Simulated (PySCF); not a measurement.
Bond stretch in KCl, singlet.

Method: CCSD(T) on UHF/def2-SVP, 10 core orbitals frozen (PySCF 2.14.0).

Question: Relative to R = 2.68 Å, what are the energies at R = 2.39, 2.51, 3.12, 5.33 Å?

Answer: 8.9 kcal/mol at 2.39 Å, 2.7 kcal/mol at 2.51 Å, 7.6 kcal/mol at 3.12 Å, 66.2 kcal/mol at 5.33 Å.

The unrestricted determinant behind UCCSD(T) is spin-contaminated at 5.87 to 8.13 Å (<S²> up to 1.0, against 0.00 for a pure singlet).
